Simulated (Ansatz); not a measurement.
An input meant for Fe₆²⁺ (charge 2, singlet; atoms displaced at random, 0.15 Å in each coordinate).

```yaml
crystal:
  periodic: [false, false, false]
  atoms:
    - {symbol: Fe, position_ang: [1.297554, 1.000782, 0.197405]}
    - {symbol: Fe, position_ang: [0.619343, 0.153503, -1.117971]}
    - {symbol: Fe, position_ang: [-0.850619, 1.343753, -0.479121]}
    - {symbol: Fe, position_ang: [0.891152, -1.464245, 0.209274]}
    - {symbol: Fe, position_ang: [-1.442929, -0.952552, -0.797362]}
    - {symbol: Fe, position_ang: [-0.491440, 0.241216, 1.443916]}
basis:
  gaussian: {orbitals: "6-31G*", final_grid: {core_spheres: 5, valence_spheres: 4, degree: 11}}
total_charge: 2
hamiltonian: {xc: {name: HF}}
correlation: {active_space: {window: {electrons: 3, orbitals: 2}}}
scf: {lower_state_search: off}
output: {forces: true}
```

```sh
$ ansatz run in.yaml --threads 4 --pin off --events-out ev --progress --plain --max-ram 4787MiB
```

Question: Predict how Ansatz answers.

Answer: The run stopped with an error. The active space doesn't fit the electrons.
```
Functional definition: HF
1920 factors; integrals over basis functions are off by at most 7.6e-4 eV
mean field evaluation 1: about -205665.4278 eV, gradient 4.6e2 eV
mean field evaluation 2: about -205666.6109 eV, gradient 4.6e2 eV
mean field evaluation 4: about -205512.1406 eV, gradient 5.3e2 eV
mean field evaluation 8: about -206006.4968 eV, gradient 3.2e1 eV
mean field evaluation 16: about -206032.9241 eV, gradient 1.2e0 eV
mean field evaluation 32: about -206033.4081 eV, gradient 3.4e-1 eV
mean field -206033.73870311 eV, -7571.6002426552 hartree, gradient 8.0e-6 eV, S^2 0.000000; 0 other end points of the search recorded, 0 dependent functions left out
reference -206033.73870311 eV, -7571.6002426552 hartree; 77, 77 occupied and 139, 139 virtual orbitals, 1920 factors
Error: 3 electrons in 2 orbitals form no window around the highest filled level of the reference
```
